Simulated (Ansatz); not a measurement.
Consider the ligand exchange at a Ga–Cl bond: `[OH][Ga]([OH])[Cl]` + H₂S → `[OH][Ga]([OH])[SH]` + HCl.

Computed with Ansatz on PBE0-D4/def2-TZVP structures; ΔE is electronic, products minus reactants. CCSD(T)/CBS adds triple-zeta CCSD(T) − MP2 to the extrapolated MP2 energy (def2 sets, frozen cores). This one scheme is used for every species. DFT in def2-TZVPP. B3LYP here is the variant with VWN-RPA as its local correlation; programs differ in this. For Ga outer-core shells are correlated without core-valence functions, which leaves a few kJ/mol of doubt a bond. Scalar relativity is left out up to krypton. One conformer a species, not always the lowest.

`[OH][Ga]([OH])[Cl]`:

Cartesian coordinates in Å:
```
O 0.194 -1.482 -0.186
Ga 0.137 0.252 0.175
O -1.077 1.269 -0.606
Cl 1.504 1.140 1.533
H 0.887 -1.951 0.285
H -1.645 0.772 -1.201
```

H₂S:

Z-matrix (Å, degrees):
```
S
H 1 1.341
H 1 1.341 2 92.3
```

`[OH][Ga]([OH])[SH]`:

```xyz
7

O     1.200   -0.091    1.424
Ga    0.059    0.013    0.062
O    -0.868   -1.453   -0.315
S    -0.251    1.810   -1.141
H     1.687    0.715    1.604
H    -0.658   -2.185    0.271
H    -1.168    1.192   -1.906
```

HCl:

```xyz
2

Cl    0.638    0.008    0.045
H    -0.638   -0.008   -0.045
```

(1) Is it downhill or uphill in electronic energy at CCSD(T)/CBS, and by how much? (An estimate is asked.)

(2) What do these levels give: PBE-D4, r2SCAN-D4, PBE0-D4, ωB97X-V, B2PLYP, B3LYP, CCSD(T)/def2-TZVPP, HF/def2-QZVPP, MP2/def2-QZVPP, SCS-MP2/def2-QZVPP, HF/CBS(def2), CCSD/CBS(def2)? (Estimate.)

Largest T1 diagnostic among the species: 0.014.

Answers

(1) Computed: Uphill: ΔE = +23.3 kJ/mol.

(2) Computed: PBE-D4 20.7, r2SCAN-D4 25.2, PBE0-D4 23.4, ωB97X-V 27.9, B2PLYP 27.5, B3LYP 27.8, CCSD(T)/def2-TZVPP 25.7, HF/def2-QZVPP 39.8, MP2/def2-QZVPP 23.9, SCS-MP2/def2-QZVPP 26.9, HF/CBS(def2) 39.9, CCSD/CBS(def2) 25.1 kJ/mol.

In def2-TZVPP, CCSD(T) changes the Hartree–Fock value by −13.6 kJ/mol (the triples alone add −1.8 kJ/mol) and MP2 by −14.2 kJ/mol.
